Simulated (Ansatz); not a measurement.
C2H7BSe, SMILES `CBC[SeH]`, relaxed with RKS PBE0-D4/def2-TZVP in Ansatz from a PBE-D4/def2-SVP geometry. The force threshold is 0.005 eV/Å; the program also tests the step.

Total charge 0; spin multiplicity 1.

Start:

```xyz
11

C    -0.317    1.410    0.658
B     0.162   -0.090    0.497
C    -0.526   -1.082   -0.503
Se    1.055   -0.529   -1.622
H    -0.900    1.806   -0.201
H    -0.992    1.446    1.545
H     0.511    2.115    0.876
H     0.969   -0.565    1.284
H    -1.421   -0.756   -1.066
H    -0.503   -2.177   -0.372
H     1.963   -1.579   -1.096
```

(1) By how much does the energy fall, and how many steps does the optimiser take? (Best estimate.)

(2) Which bonds change most? (An estimate is asked.)

(3) Give the relaxed structure. (Best estimate.)

Results:

(1) Computed: 0.04 eV, in 6 steps.

(2) Computed: C3–Se4 from 2.014 to 1.992 Å; B2–H8 from 1.223 to 1.201 Å; C3–H10 from 1.103 to 1.086 Å; C3–H9 from 1.106 to 1.089 Å.

(3) Ansatz gave: 
```xyz
11

C    -0.318    1.398    0.658
B     0.150   -0.096    0.510
C    -0.515   -1.069   -0.501
Se    1.043   -0.532   -1.620
H    -0.887    1.778   -0.196
H    -0.984    1.450    1.530
H     0.504    2.088    0.861
H     0.950   -0.562    1.275
H    -1.398   -0.748   -1.051
H    -0.492   -2.146   -0.371
H     1.947   -1.562   -1.095
```
